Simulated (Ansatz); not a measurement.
Reaction (formal exchange of groups at a C–O bond): `C[O][Ge][S]C` + `[CH2]1[O][AlH][GeH2]1` → `[CH3][GeH]1[CH2][O][AlH]1` + `C[S][Ge][OH]`

Calculated with Ansatz (gas phase, PBE0-D4/def2-TZVP geometries, no zero-point term in ΔE). CCSD(T)/CBS is the MP2 limit (def2-TZVPP, def2-QZVPP) plus CCSD(T) − MP2 in def2-TZVPP, frozen cores. Functionals use def2-TZVPP. For Ge outer-core shells are correlated without core-valence functions, which leaves a few kJ/mol of doubt a bond. Scalar relativity is left out up to krypton. Each species was taken in one conformer, which may not be the lowest.

Problem. Is it downhill or uphill in electronic energy at CCSD(T)/CBS, and by how much? (An estimate is asked.)

Solution. Ansatz gave: Downhill: ΔE = -20.5 kcal/mol.

Problem. What do these levels give: PBE-D4, r2SCAN-D4, ωB97M-V, HF/def2-TZVPP, SCS-MP2/def2-QZVPP, HF/CBS(def2)? (Estimate.)

Solution. Computed: PBE-D4 -18.8, r2SCAN-D4 -19.2, ωB97M-V -19.7, HF/def2-TZVPP -17.7, SCS-MP2/def2-QZVPP -20.8, HF/CBS(def2) -17.6 kcal/mol.

Largest T1 diagnostic among the species: 0.015.

In def2-TZVPP, CCSD(T) changes the Hartree–Fock value by −2.2 kcal/mol (the triples alone add +0.0 kcal/mol) and MP2 by −4.1 kcal/mol.
